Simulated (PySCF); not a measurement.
Bi(CH3)2I at several levels of theory

Computed with PySCF 2.14.0 (density fitting, no spin-orbit coupling) at the geometry relaxed with BP86:

```xyz
10
Bi(CH3)2I (singlet)
Bi    0.4276    0.7405    0.8293
C     2.3887    0.7897   -0.3817
H     2.1494    0.8701   -1.4584
H     2.9762    1.6707   -0.0513
H     2.9567   -0.1397   -0.1836
C    -0.5101    2.4636   -0.3817
H    -0.3207    2.2965   -1.4584
H    -1.5989    2.4910   -0.1836
H    -0.0407    3.4128   -0.0512
I    -0.7956   -1.3778   -0.6801
```

```json
{"level": "BP86", "basis": "Bi def2-SVP with ECP60, C def2-SVP, H def2-SVP, I def2-SVP with ECP28", "state": "singlet", "HOMO (eV)": "-5.78", "gap (eV)": "3.11", "charge on Bi1 (e)": "0.47", "dipole about the centre of mass (D)": "3.39", "largest force component (eV/Å)": "0.03"}
{"level": "PBE", "basis": "the same", "state": "singlet", "HOMO (eV)": "-5.67", "gap (eV)": "3.14", "charge on Bi1 (e)": "0.47", "dipole about the centre of mass (D)": "3.36", "largest force component (eV/Å)": "0.03"}
{"level": "PBE0", "basis": "the same", "state": "singlet", "HOMO (eV)": "-6.74", "gap (eV)": "4.86", "charge on Bi1 (e)": "0.53", "dipole about the centre of mass (D)": "3.61", "largest force component (eV/Å)": "0.45"}
{"level": "BLYP", "basis": "the same", "state": "singlet", "HOMO (eV)": "-5.45", "gap (eV)": "3.06", "charge on Bi1 (e)": "0.46", "dipole about the centre of mass (D)": "3.28", "largest force component (eV/Å)": "0.39"}
{"level": "BP86", "basis": "Bi def2-TZVP with ECP60, C def2-TZVP, H def2-TZVP, I def2-TZVP with ECP28", "state": "singlet", "HOMO (eV)": "-5.91", "gap (eV)": "3.18", "charge on Bi1 (e)": "0.62", "dipole about the centre of mass (D)": "3.31", "largest force component (eV/Å)": "0.34"}
{"level": "BP86", "basis": "Bi x2c-SVPall, C x2c-SVPall, H x2c-SVPall, I x2c-SVPall", "state": "singlet", "HOMO (eV)": "-5.72", "gap (eV)": "3.12", "charge on Bi1 (e)": "0.49", "dipole about the centre of mass (D)": "3.16", "largest force component (eV/Å)": "0.86"}
```

Charges are Mulliken's, which hang on the basis. The relaxation used the grid (50, 194), these runs (75, 302) or, all-electron (x2c bases, spin-free X2C Hamiltonian), (99, 590).

Q: What does CAM-B3LYP with Bi def2-SVP with ECP60, C def2-SVP, H def2-SVP, I def2-SVP with ECP28 give here?

A: state singlet, HOMO (eV) -7.88, gap (eV) 6.95, charge on Bi1 (e) 0.52, dipole about the centre of mass (D) 3.66, largest force component (eV/Å) 0.50. Time: 7.5 s on 2 threads of Intel(R) Xeon(R) 6975P-C (Granite Rapids), on a shared host, from an already converged density.

In the first row's basis the gap widens with exact exchange: 3.1 eV for BLYP, BP86, PBE (none); 4.9 eV for PBE0 (a fixed share); 6.9 eV for CAM-B3LYP (rising or full at long range).
